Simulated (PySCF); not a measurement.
Gas-phase reaction: 5 Ge2H6 + Si = H3SiGeH3 + 3 Ge3H8

Computed with PySCF and rigid-rotor harmonic-oscillator thermochemistry at 1 bar. † marks an energy on the PBE0/def2-TZVP geometry and frequencies. MP2 freezes the core. Open shells (unrestricted): Si (multiplicity 3, electronic degeneracy 9); the rest are closed-shell singlets. Spin-orbit splitting is ignored; it lowers the true energy and changes the entropy of Si. Ge: all electrons, no relativistic terms. MP2 isn't extrapolated to the basis-set limit; its ΔH°(298 K) is -423.9 kJ in def2-SVP and -462.2 kJ in def2-TZVPP. The harmonic model lacks anharmonicity and excited electronic states, which grow with temperature; levels with a mode under 35 cm⁻¹ are left out. Internal rotation in Ge2H6, H3SiGeH3, Ge3H8 is treated as a harmonic vibration of one conformer, which makes the entropy rough.

| level | ΔE electronic, kJ | ΔH°(298 K), kJ | ΔS°(298 K), J/K | ΔG°(600 K), kJ |
|---|---|---|---|---|
| BLYP/def2-TZVP† | -421 | -413 | -216 | -285 |
| HF/def2-TZVP† | -335 | -327 | -216 | -200 |
| M06-2X/def2-TZVP† | -468 | -460 | -216 | -332 |
| MP2/def2-TZVPP† | -470 | -462 | -216 | -335 |
| PBE0/def2-QZVP† | -462 | -454 | -216 | -327 |
ΔH° is lowest at MP2/def2-TZVPP† and highest at HF/def2-TZVP†. No reference value is set beside these.
